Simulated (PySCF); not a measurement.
Sn(Me)4 (C₄H₁₂Sn), SMILES [CH3][Sn]([CH3])([CH3])[CH3]. Geometry: PBE0-D3(BJ)/def2-SVP. The isomer is the one that the SMILES or the coordinates give; other isomers of the formula were not compared. The def2 effective core potentials stand for the cores of Sn; spin–orbit coupling is left out.

Computed equilibrium geometry at PBE0-D3(BJ)/def2-SVP (PySCF confirms it by a frequency run) as bond lengths and angles, and its point group:
point group Td.
Atoms: C1 Sn2 C3 C4 C5 H6 H7 H8 H9 H10 H11 H12 H13 H14 H15 H16 H17. Bonds (Å): C1–Sn2 2.157, C1–H6 1.100, C1–H7 1.100, C1–H8 1.100, Sn2–C3 2.157, Sn2–C4 2.157, Sn2–C5 2.157, C3–H9 1.100, C3–H10 1.100, C3–H11 1.100, C4–H12 1.100, C4–H13 1.100, C4–H14 1.100, C5–H15 1.100, C5–H16 1.100, C5–H17 1.100. Angles (°): Sn2–C1–H6 110.4, Sn2–C1–H7 110.4, Sn2–C1–H8 110.4, H6–C1–H7 108.5, H6–C1–H8 108.5, H7–C1–H8 108.5, C1–Sn2–C3 109.5, C1–Sn2–C4 109.5, C1–Sn2–C5 109.5, C3–Sn2–C4 109.5, C3–Sn2–C5 109.5, C4–Sn2–C5 109.5, Sn2–C3–H9 110.4, Sn2–C3–H10 110.4, Sn2–C3–H11 110.4, H9–C3–H10 108.5, H9–C3–H11 108.5, H10–C3–H11 108.5, Sn2–C4–H12 110.4, Sn2–C4–H13 110.4, Sn2–C4–H14 110.4, H12–C4–H13 108.5, H12–C4–H14 108.5, H13–C4–H14 108.5, Sn2–C5–H15 110.4, Sn2–C5–H16 110.4, Sn2–C5–H17 110.4, H15–C5–H16 108.5, H15–C5–H17 108.5, H16–C5–H17 108.5.
Charge 0, spin multiplicity 1.
